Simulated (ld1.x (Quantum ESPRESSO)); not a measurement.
## Pseudopotential generation for nitrogen (N): PAW, LDA (PZ), scalar-relativistic.

The input file (ld1.x (Quantum ESPRESSO) 7.5):

```
&input
   title='N', zed=7., rel=1, dft='PZ', iswitch=3,
   config='[He] 2s1.5 2p3.5',
   nld=2, rlderiv=2.20, eminld=-3.0, emaxld=5.0, deld=0.02
 /
 &inputp
   pseudotype=3, lpaw=.true., tm=.true., lloc=-1, rcloc=1.10,
   nlcc=.true., new_core_ps=.true., rcore=0.40,
   which_augfun='BESSEL', rmatch_augfun=0.45,
   file_pseudopw='N.UPF', file_wfcaegen='ae.wfc', file_wfcncgen='nc.wfc', file_beta='beta', file_chi='chi', file_wfcusgen='us.wfc'
 /
4
2S  1  0   1.50   0.00  0.60  0.75  0.0
2S  1  0   0.00  -0.05  0.60  0.75  0.0
2P  2  1   3.50   0.00  1.45  2.00  0.0
2P  2  1   0.00   4.30  1.45  2.00  0.0
 &test
   configts(1)='2s1.5 2p3.5'
 /
```

Command:

```bash
ld1.x < N.in > N.out
```

Resulting log (shortened: banner, matrices, multipoles, cross overlaps and the repeated all-electron block are left out):

```
Program LD1 v.7.5
     --------------------------- All-electron run ----------------------------

     N
     scalar relativistic calculation

     atomic number is  7.00
     dft =PZ   lsd =0 sic =0 latt =0  beta=0.20 tr2=1.0E-14
     Exchange-correlation= PZ
                           (   1   1   0   0   0   0   0)
     mesh =1085 r(mesh) =  99.89202 a.u. xmin = -7.00 dx = 0.01250
     1 Ry =  13.60569312 eV, c = 137.03599908

     n l     nl                  e(Ry)          e(Ha)          e(eV)
     1 0     1S 1( 2.00)       -28.0682       -14.0341      -381.8873
     2 0     2S 1( 1.50)        -1.3707        -0.6853       -18.6488
     2 1     2P 1( 3.50)        -0.5472        -0.2736        -7.4449

     final scf error:  7.3E-15 reached in  17 iterations

     Etot =    -107.696363 Ry,     -53.848182 Ha,   -1465.283669 eV

     Ekin =     107.223585 Ry,      53.611792 Ha,    1458.851189 eV
     Encl =    -254.158754 Ry,    -127.079377 Ha,   -3458.006007 eV
     Eh   =      51.470030 Ry,      25.735015 Ha,     700.285428 eV
     Exc  =     -12.231224 Ry,      -6.115612 Ha,    -166.414278 eV

     normalization and overlap integrals

     s(1S/1S) =  1.000000  <r> =   0.2311  <r2> =    0.0723  r(max) =   0.1483
     s(2S/2S) =  1.000000  <r> =   1.3273  <r2> =    2.1419  r(max) =   1.0167
     s(2P/2P) =  1.000000  <r> =   1.4757  <r2> =    2.8788  r(max) =   0.9671

     ------------------------ End of All-electron run ------------------------

     --------------------- Generating PAW atomic setup --------------------

      Generating local potential from pseudized AE potential:
      Matching radius rcloc =   1.1000

      Local pseudo, rcloc= 1.110 Estimated cut-off energy=    19.65 Ry

      Computing core charge for nlcc:

       r > 0.40 : true rho core
      Core charge pseudized with two Bessel functions
      Integrated core pseudo-charge :   1.32
      Wfc-us  2S rcutus= 0.744  Estimated cut-off energy=    74.40 Ry
      Wfc-us  2S rcutus= 0.744  Estimated cut-off energy=    76.05 Ry
      Wfc-us  2P rcutus= 2.022  Estimated cut-off energy=    19.47 Ry
      Wfc-us  2P rcutus= 2.022  Estimated cut-off energy=    20.03 Ry

     Required augmentation: BESSEL   radius:    0.450000
     Suggested rho cutoff for augmentation: 267.68 Ry

     Estimated PAW energy =  -26.359034 Ryd

     ------------------- End of pseudopotential generation -------------------

     Computing logarithmic derivative in   2.19319
     Computing logarithmic derivative in   2.19319
     Computing the partial wave expansion
     R is outside the sphere for l=    0 j= 0.00
     R is outside the sphere for l=    0 j= 0.00
     R is outside the sphere for l=    1 j= 0.00
     R is outside the sphere for l=    1 j= 0.00

     ---------------------- Testing the pseudopotential ----------------------

     N
     scalar relativistic calculation

     atomic number is  7.00   valence charge is  5.00
     dft = SLA  PZ   NOGX NOGC   lsd =0 sic =0 latt =0  beta=0.20 tr2=1.0E-14
     mesh =1085 r(mesh) =  99.89202 xmin = -7.00 dx = 0.01250

     n l     nl             e AE (Ry)        e PS (Ry)    De AE-PS (Ry)
     1 0     2S   1( 1.50)       -1.37066       -1.37068        0.00002
     2 1     2P   1( 3.50)       -0.54719       -0.54719        0.00000

     eps = 8.4E-16  iter =  6

     Etot =    -107.696363 Ry,     -53.848182 Ha,   -1465.283669 eV
     Etotps =   -26.359054 Ry,     -13.179527 Ha,    -358.633201 eV

     Ekin =      20.030585 Ry,      10.015293 Ha,     272.529995 eV
     Encl =     -50.375561 Ry,     -25.187780 Ha,    -685.394420 eV
     Ehrt =      16.217147 Ry,       8.108573 Ha,     220.645520 eV
     Ecxc =     -12.231225 Ry,      -6.115613 Ha,    -166.414296 eV
     (Ecc =      -3.385897 Ry,      -1.692948 Ha,     -46.067474 eV)

     ---------------------- End of pseudopotential test ----------------------
```

Note: ghost state, extra bound levels that the all-electron valence spectrum of the same l lacks: s at -393.9 eV. A true bound ghost makes a file unfit for plane-wave use.

Generation and configuration tests took about 1.4 s on one core of a shared server CPU.

Transferability test of the new file with ld1.x, input:

```
&input
   title='N', zed=7., rel=1, dft='PZ', iswitch=2,
   config='[He] 2s1.5 2p3.5'
 /
 &test
   file_pseudo='N.UPF', nconf=10,
   configts(1)='2s1.5 2p3.5',
   configts(2)='2s2 2p3',
   configts(3)='2s2 2p2',
   configts(4)='2s2 2p1',
   configts(5)='2s1 2p0',
   configts(6)='2s1 2p3',
   configts(7)='2s2 2p0',
   configts(8)='2s1 2p4',
   configts(9)='2s1.5 2p3.5', lsdts(9)=1,
   configts(10)='2s2 2p3', lsdts(10)=1
 /
```

```bash
ld1.x < N.test.in > N.test.out
```

Pseudopotential blocks of its output, shortened (energy terms left out; the distinct warnings before each block abridged to one line each):

```
     ---------------------- Testing the pseudopotential ----------------------

     n l     nl             e AE (Ry)        e PS (Ry)    De AE-PS (Ry)
     1 0     2S   1( 1.50)       -1.37066       -1.37068        0.00002
     2 1     2P   1( 3.50)       -0.54719       -0.54719        0.00000

     eps = 8.2E-16  iter =  6

     Etot =    -107.696363 Ry,     -53.848182 Ha,   -1465.283669 eV
     Etotps =   -26.359054 Ry,     -13.179527 Ha,    -358.633201 eV

     ---------------------- End of pseudopotential test ----------------------

          BEWARE! Errors in PS-KS equations
     Warning: n=1, l=0 expected 0 nodes, found 1
     Warning: n=2, l=1 expected 0 nodes, found 1
     ---------------------- Testing the pseudopotential ----------------------

     n l     nl             e AE (Ry)        e PS (Ry)    De AE-PS (Ry)
     1 0     2S   1( 2.00)       -1.35406       -0.13757       -1.21649  !
     2 1     2P   1( 3.00)       -0.53227       -0.28375       -0.24852  !

     eps = 2.6E-15  iter = 49

     Etot =    -108.107674 Ry,     -54.053837 Ha,   -1470.879842 eV
     Etotps =    -8.500327 Ry,      -4.250164 Ha,    -115.652844 eV
     dEtot_ae =      -0.411311 Ry
     dEtot_ps =      17.858727 Ry,   Delta E=     -18.270038 Ry

     ---------------------- End of pseudopotential test ----------------------

          BEWARE! Errors in PS-KS equations
     ---------------------- Testing the pseudopotential ----------------------

     n l     nl             e AE (Ry)        e PS (Ry)    De AE-PS (Ry)
     1 0     2S   1( 2.00)       -2.37034       -0.52424       -1.84611  !
     2 1     2P   1( 2.00)       -1.53000       -0.35713       -1.17287  !

     eps = 1.2E-15  iter = 29

     Etot =    -107.098414 Ry,     -53.549207 Ha,   -1457.148159 eV
     Etotps =    -9.136671 Ry,      -4.568335 Ha,    -124.310741 eV
     dEtot_ae =       0.597949 Ry
     dEtot_ps =      17.222383 Ry,   Delta E=     -16.624434 Ry

     ---------------------- End of pseudopotential test ----------------------

          BEWARE! Errors in PS-KS equations
     ---------------------- Testing the pseudopotential ----------------------

     n l     nl             e AE (Ry)        e PS (Ry)    De AE-PS (Ry)
     1 0     2S   1( 2.00)       -3.59359       -0.14601       -3.44758  !
     2 1     2P   1( 1.00)       -2.76470       -2.63936       -0.12534  !

     eps = 8.1E-15  iter = 71

     Etot =    -104.969172 Ry,     -52.484586 Ha,   -1428.178337 eV
     Etotps =   -10.305322 Ry,      -5.152661 Ha,    -140.211043 eV
     dEtot_ae =       2.727192 Ry
     dEtot_ps =      16.053733 Ry,   Delta E=     -13.326541 Ry

     ---------------------- End of pseudopotential test ----------------------
```

The test run then stopped with an error in new_paw_hamiltonian: “negative rho”.
